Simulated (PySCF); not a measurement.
Compound: C5H4FS (charge +1).
SMILES: `Fc1cc[s+]cc1`

Level of theory: PBE0-D3(BJ)/def2-SVP geometry optimisation, gas phase (PySCF).

Take the most abundant isotopes and a rigid rotor. 

What are A, B and C (cm⁻¹)?

Ia = 98.83, Ib = 278.29, Ic = 377.12 u·Å²; 505379 MHz·u·Å²/I gives 5113, 1816 and 1340 MHz, that is A = 0.17057, B = 0.06058, C = 0.04470 cm⁻¹.

Classify the top.

An asymmetric top. Ray's parameter κ = (2B − A − C)/(A − C) = -0.748; −1 is the prolate and +1 the oblate limit.

What does the inertial defect say?

Planar: Δ = Ic − Ia − Ib = 0.00 u·Å². For a rigid frame Δ = −2 Σ m c², so it vanishes when all atoms lie in the ab plane; here none is more than 0.01 Å from it.

Give the coordinates in the principal-axis frame, origin at the centre of mass.

The sense of each axis is arbitrary; atoms in the order of the calculation.
```
atom  mass (u)   a (Å)   b (Å)   c (Å)
  F1    18.998   2.544   0.000   0.003
  C2    12.000   1.249  -0.001  -0.001
  C3    12.000   0.591  -1.239  -0.002
  C4    12.000  -0.781  -1.324  -0.001
  S5    31.972  -1.833   0.000   0.002
  C6    12.000  -0.780   1.324  -0.001
  C7    12.000   0.592   1.238  -0.002
  H8     1.008   1.194  -2.151  -0.003
  H9     1.008  -1.289  -2.295  -0.001
 H10     1.008  -1.288   2.295   0.000
 H11     1.008   1.196   2.149  -0.004
```

List the rotational levels J(Ka,Kc) to J = 4 (MHz).

Above 0(0,0):
J = 1: 1(0,1) 3156, 1(1,1) 6454, 1(1,0) 6929
J = 2: 2(0,2) 9420, 2(1,2) 12290, 2(1,1) 13718, 2(2,1) 23610, 2(2,0) 23658
J = 3: 3(0,3) 18700, 3(1,3) 21016, 3(1,2) 23868, 3(2,2) 33078, 3(2,1) 33314, 3(3,1) 50784, 3(3,0) 50787
J = 4: 4(0,4) 30873, 4(1,4) 32601, 4(1,3) 37339, 4(2,3) 45665, 4(2,2) 46354, 4(3,2) 63495, 4(3,1) 63516, 4(4,1) 88164, 4(4,0) 88165
Those of J = 1 are B + C, A + C and A + B.

Which types of transition are allowed, and where do some lines up to J = 5 fall?

The dipole components (about the centre of mass, as the species is charged) are |μa| = 1.85 D, |μb| = 0.00 D, |μc| = 0.00 D; the symmetry axis of this C2v structure is a, so μb and μc vanish by symmetry and there are no b-type or c-type lines. Some lines, for components of 0.1 D or more:

| type | branch | J(Ka,Kc) | MHz | lower level (cm⁻¹) |
| --- | --- | --- | --- | --- |
| a | Q | 1(1,0) ← 1(1,1) | 476 | 0.215 |
| a | Q | 2(1,1) ← 2(1,2) | 1428 | 0.410 |
| a | Q | 4(1,3) ← 4(1,4) | 4738 | 1.087 |
| a | Q | 5(1,4) ← 5(1,5) | 7055 | 1.568 |
| a | R | 3(1,3) ← 2(1,2) | 8726 | 0.410 |
| a | R | 3(2,2) ← 2(2,1) | 9468 | 0.788 |
| a | R | 4(3,1) ← 3(3,0) | 12730 | 1.694 |
| a | R | 5(1,5) ← 4(1,4) | 14410 | 1.087 |
| a | R | 5(0,5) ← 4(0,4) | 14941 | 1.030 |
| a | R | 5(2,4) ← 4(2,3) | 15674 | 1.523 |
| a | R | 5(4,2) ← 4(4,1) | 15887 | 2.941 |
| a | R | 5(3,2) ← 4(3,1) | 15978 | 2.119 |
| a | R | 5(1,4) ← 4(1,3) | 16728 | 1.245 |

Whether it is a minimum is left open (no frequencies). These are rigid-rotor constants of the computed structure; measured ground-state constants (B0) also hold zero-point vibration.

Hardware: an Arm Neoverse V1 with one thread (shared host). Cost: 44 s of wall time. This is the geometry optimisation.
